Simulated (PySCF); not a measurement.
# InO⁺: energy against distance

Set-up: basis In cc-pVTZ-PP with ECP28, O cc-pVTZ; scalar-relativistic core potentials; PySCF 2.14. Energies in eV from In⁺ + O in their ground configurations at the same level. State: ³Σ⁻ (triplet), unpaired electrons π ↑↑.

All columns are PBE0. A positive dipole points towards O; it is taken about the centre of mass and depends on that origin.

```json
{"R (Å)": "2.556", "E (eV)": "-0.147", "μ (D)": "0.34", "Mulliken charge on In (basis-dependent)": "0.88", "HOMO (eV)": "-14.38", "LUMO (eV)": "-10.60", "Mayer bond order": "0.22", "⟨S²⟩": "2.01"}
{"R (Å)": "2.675", "E (eV)": "-0.209", "μ (D)": "0.06", "Mulliken charge on In (basis-dependent)": "0.90", "HOMO (eV)": "-14.44", "LUMO (eV)": "-10.24", "Mayer bond order": "0.19", "⟨S²⟩": "2.01"}
{"R (Å)": "2.794", "E (eV)": "-0.240", "μ (D)": "-0.20", "Mulliken charge on In (basis-dependent)": "0.91", "HOMO (eV)": "-14.46", "LUMO (eV)": "-9.91", "Mayer bond order": "0.17", "⟨S²⟩": "2.01"}
{"R (Å)": "2.883", "E (eV)": "-0.249", "μ (D)": "-0.38", "Mulliken charge on In (basis-dependent)": "0.92", "HOMO (eV)": "-14.44", "LUMO (eV)": "-9.68", "Mayer bond order": "0.16", "⟨S²⟩": "2.01"}
{"R (Å)": "2.972", "E (eV)": "-0.250", "μ (D)": "-0.54", "Mulliken charge on In (basis-dependent)": "0.92", "HOMO (eV)": "-14.40", "LUMO (eV)": "-9.47", "Mayer bond order": "0.15", "⟨S²⟩": "2.01"}
{"R (Å)": "3.061", "E (eV)": "-0.245", "μ (D)": "-0.70", "Mulliken charge on In (basis-dependent)": "0.93", "HOMO (eV)": "-14.33", "LUMO (eV)": "-9.28", "Mayer bond order": "0.14", "⟨S²⟩": "2.01"}
{"R (Å)": "3.180", "E (eV)": "-0.234", "μ (D)": "-0.89", "Mulliken charge on In (basis-dependent)": "0.94", "HOMO (eV)": "-14.20", "LUMO (eV)": "-9.04", "Mayer bond order": "0.12", "⟨S²⟩": "2.01"}
{"R (Å)": "3.329", "E (eV)": "-0.215", "μ (D)": "-1.11", "Mulliken charge on In (basis-dependent)": "0.95", "HOMO (eV)": "-14.01", "LUMO (eV)": "-8.77", "Mayer bond order": "0.11", "⟨S²⟩": "2.01"}
{"R (Å)": "3.507", "E (eV)": "-0.190", "μ (D)": "-1.35", "Mulliken charge on In (basis-dependent)": "0.95", "HOMO (eV)": "-13.76", "LUMO (eV)": "-8.48", "Mayer bond order": "0.09", "⟨S²⟩": "2.00"}
{"R (Å)": "3.745", "E (eV)": "-0.158", "μ (D)": "-1.63", "Mulliken charge on In (basis-dependent)": "0.96", "HOMO (eV)": "-13.45", "LUMO (eV)": "-8.15", "Mayer bond order": "0.07", "⟨S²⟩": "2.00"}
```

A fit through these points gives, at Re = 2.939 Å, μ = -0.48 D and dμ/dR = -1.85 D/Å; the reduced mass is 14.04 u.

Task: How strong is the fundamental in the double-harmonic approximation, I = 42.26·(dμ/dR)²/μred km/mol?

Result: I = 42.26·(-1.85)²/14.04 = 10.3 km/mol at PBE0.

The bond is weak. Basis-set superposition, not corrected here, can be much of De in a small basis, most of all at correlated wavefunction levels. Spin–orbit coupling is left out, which matters for elements this heavy, above all for dissociation energies. For an ion De counts to the pair picked by the measured ionisation energies or electron affinities, which need not be the lowest pair at this level. The state was picked by a PBE0 search and need not be the measured ground state.
